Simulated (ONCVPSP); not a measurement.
fluorine (F), ONCV: configuration errors across variants

F, optimised norm-conserving Vanderbilt (ONCV), made with ONCVPSP 4.0.1 (PBEsol, scalar-relativistic). Core [He], reference 2s1.5 2p5.5. Waves: 2s: rc 0.55 bohr, ncon 5, nbas 10, qcut 11.2 1/bohr, 3 projectors, debl 2.5 Ha; 2p: rc 0.95 bohr, ncon 4, nbas 8, qcut 15.2 1/bohr, 3 projectors, debl 1.9 Ha; d scattering state at 0.29 Ha: rc 0.85 bohr, ncon 5, nbas 9, qcut 9.5 1/bohr, 2 projectors, debl 1.5 Ha. Local part: polynomial inside 0.50 bohr (lpopt 5, dvloc0 0 Ha). Core correction: Teter function, fcfact 5.5, rcfact 1.55.

All-electron excitation energies from the reference (eV): (1) 2s2 2p5 -9.341; (2) 2s2 2p4 9.976; (3) 2s2 2p3 48.254; (4) 2s1 2p6 9.355.

A true bound ghost makes a file unfit for plane-wave use even where its test errors are small: the radial tests pick states by their node count and pass the ghost by.

Errors AE − PS in meV (a dash: test not solved or not reliable):

| change | (1) | (2) | (3) | (4) | bound ghosts | GHOST(+) flags above zero |
| --- | --- | --- | --- | --- | --- | --- |
| base | -1.5 | -9.0 | -8.7 | +5.8 | s | s, d |
| local potential polynomial inside 0.50 bohr (lpopt 5, dvloc0 -1.5 Ha) | +1.9 | +3.8 | +16 | +1.8 | s | s, d |
| local potential polynomial inside 0.50 bohr (lpopt 5, dvloc0 0.5 Ha) | +1.4 | +1.9 | +12 | +2.4 | s | s, d |
| local potential polynomial inside 0.50 bohr (lpopt 5, dvloc0 2 Ha) | +1.7 | +2.9 | +14 | +2.1 | s | s, d |
| local potential polynomial inside 0.50 bohr (lpopt 5, dvloc0 7 Ha) | +1.7 | +3.2 | +15 | +2.0 | s | s, d |
| local potential polynomial inside 0.50 bohr (lpopt 5, dvloc0 8.5 Ha) | +1.7 | +3.2 | +15 | +2.0 | s | s, d |

Question: Give the same row for: local potential polynomial inside 0.50 bohr (lpopt 5, dvloc0 4.5 Ha).

Answer: +1.7, +3.1, +15, +2.0; bound ghosts: s; GHOST(+) flags above zero: s, d.
